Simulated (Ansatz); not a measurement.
Ansatz (a first-principles code) job for C₂H₄N, SMILES [CH2]N=C, multiplicity 2, PBE-D3(BJ)/def2-TZVP. 

Ansatz 0.2 input:
```yaml
crystal:
  periodic: [false, false, false]
  atoms:
    - {symbol: C, position_ang: [-0.00000000, 1.13787103, 0.15430612]}
    - {symbol: N, position_ang: [0.00000000, 0.00000000, -0.50603231]}
    - {symbol: C, position_ang: [0.00000000, -1.13787103, 0.15430612]}
    - {symbol: H, position_ang: [0.00000000, 1.17981891, 1.24716227]}
    - {symbol: H, position_ang: [0.00000000, 2.06673793, -0.40188588]}
    - {symbol: H, position_ang: [-0.00000001, -2.06673792, -0.40188589]}
    - {symbol: H, position_ang: [0.00000000, -1.17981891, 1.24716227]}
basis:
  gaussian:
    orbitals: def2-TZVP
hamiltonian:
  xc: pbe
  dispersion: d3bj
magnetization: {spin_polarized: true, initial_magnetization: 1}
relax: {f_tol: 0.002, max_steps: 200}
```

Program output:

```
WARN ansatz: RAYON_NUM_THREADS=1 ignored (pool sized by the plan → 1); use --threads N
Functional definition: PBE
integrals: 0.03 GiB planned
691 factors; their error is unknown
mean field: 0.35 GiB planned
mean field evaluation 1: about -3616.3193 eV, gradient 3.9e1 eV
mean field evaluation 2: about -3600.8986 eV, gradient 6.7e1 eV
mean field evaluation 4: about -3623.6475 eV, gradient 5.2e0 eV
mean field evaluation 8: about -3623.7273 eV, gradient 5.6e-2 eV
mean field evaluation 16: about -3623.7273 eV, gradient 1.4e-5 eV
mean field -3623.72729416 eV, -133.1695218100 hartree, gradient 1.4e-5 eV, S^2 0.764601; 0 other end points of the search recorded, 0 dependent functions left out
the calculation of the forces begins
reference -3623.72732825 eV, -133.1695230628 hartree; 12, 11 occupied and 105, 106 virtual orbitals, 691 factors
relax step   1: F+E_penalty+E_count = -3623.82273899 eV  Δ(F+E_penalty+E_count) = +0.000e0 eV  max|allowed force component| = 4.338e-1 eV/Å  Δτ_max = 0.0000 Å  (32 SCF iters, accepted)
these checks for a lower state are left out or cut short: starts, cluster_reference, orbital_swaps, neighbouring_geometries, increment
integrals: 0.03 GiB planned
691 factors; their error is unknown
mean field: 0.35 GiB planned
mean field -3623.73584221 eV, -133.1698359449 hartree, gradient 9.6e-6 eV, S^2 0.764946; 0 other end points of the search recorded, 0 dependent functions left out
the calculation of the forces begins
reference -3623.73587638 eV, -133.1698372004 hartree; 12, 11 occupied and 105, 106 virtual orbitals, 691 factors
relax step   2: F+E_penalty+E_count = -3623.83113116 eV  Δ(F+E_penalty+E_count) = -8.392e-3 eV  max|allowed force component| = 1.699e-1 eV/Å  Δτ_max = 0.0100 Å  (34 SCF iters, accepted)
these checks for a lower state are left out or cut short: starts, cluster_reference, orbital_swaps, neighbouring_geometries, increment
integrals: 0.03 GiB planned
691 factors; their error is unknown
mean field: 0.35 GiB planned
mean field evaluation 32: about -3623.7368 eV, gradient 9.4e-6 eV
mean field -3623.73675654 eV, -133.1698695458 hartree, gradient 9.6e-6 eV, S^2 0.765091; 0 other end points of the search recorded, 0 dependent functions left out
the calculation of the forces begins
reference -3623.73679072 eV, -133.1698708020 hartree; 12, 11 occupied and 105, 106 virtual orbitals, 691 factors
relax step   3: F+E_penalty+E_count = -3623.83200277 eV  Δ(F+E_penalty+E_count) = -8.716e-4 eV  max|allowed force component| = 3.647e-2 eV/Å  Δτ_max = 0.0033 Å  (34 SCF iters, accepted)
these checks for a lower state are left out or cut short: starts, cluster_reference, orbital_swaps, neighbouring_geometries, increment
integrals: 0.03 GiB planned
691 factors; their error is unknown
mean field: 0.35 GiB planned
mean field -3623.73677427 eV, -133.1698701975 hartree, gradient 9.4e-6 eV, S^2 0.765106; 0 other end points of the search recorded, 0 dependent functions left out
the calculation of the forces begins
reference -3623.73680845 eV, -133.1698714534 hartree; 12, 11 occupied and 105, 106 virtual orbitals, 691 factors
relax step   4: F+E_penalty+E_count = -3623.83202814 eV  Δ(F+E_penalty+E_count) = -2.537e-5 eV  max|allowed force component| = 1.362e-2 eV/Å  Δτ_max = 0.0010 Å  (33 SCF iters, accepted)
these checks for a lower state are left out or cut short: starts, cluster_reference, orbital_swaps, neighbouring_geometries, increment
integrals: 0.03 GiB planned
691 factors; their error is unknown
mean field: 0.35 GiB planned
mean field -3623.73677103 eV, -133.1698700784 hartree, gradient 9.5e-6 eV, S^2 0.765115; 0 other end points of the search recorded, 0 dependent functions left out
the calculation of the forces begins
reference -3623.73680520 eV, -133.1698713340 hartree; 12, 11 occupied and 105, 106 virtual orbitals, 691 factors
relax step   5: F+E_penalty+E_count = -3623.83203555 eV  Δ(F+E_penalty+E_count) = -7.408e-6 eV  max|allowed force component| = 8.783e-4 eV/Å  Δτ_max = 0.0011 Å  (33 SCF iters, accepted)
integrals: 0.03 GiB planned
691 factors; their error is unknown
mean field: 0.35 GiB planned
mean field evaluation 64: about -3623.7364 eV, gradient 3.2e-1 eV
mean field -3623.73677103 eV, -133.1698700784 hartree, gradient 9.5e-6 eV, S^2 0.765115; 1 other end points of the search recorded, 0 dependent functions left out
the calculation of the forces begins
reference -3623.73680520 eV, -133.1698713340 hartree; 12, 11 occupied and 105, 106 virtual orbitals, 691 factors
Total energy: -3623.83206972 eV, -133.1733722405 hartree
Atom 0 at    -0.000000     1.141188     0.153427 Å, force     0.000000    -0.000878    -0.000266 eV/Å
Atom 1 at    -0.000000    -0.000000    -0.515451 Å, force    -0.000000    -0.000000     0.000434 eV/Å
Atom 2 at    -0.000000    -1.141188     0.153427 Å, force     0.000000     0.000878    -0.000266 eV/Å
Atom 3 at    -0.000000     1.181154     1.256651 Å, force     0.000000    -0.000059    -0.000049 eV/Å
Atom 4 at     0.000000     2.078835    -0.405787 Å, force    -0.000000     0.000497     0.000098 eV/Å
Atom 5 at    -0.000000    -2.078835    -0.405787 Å, force     0.000000    -0.000497     0.000098 eV/Å
Atom 6 at     0.000000    -1.181154     1.256651 Å, force    -0.000000     0.000059    -0.000049 eV/Å
Dipole moment:    -0.000000    -0.000000     0.289553 e Å
```

Self-consistency was reached.
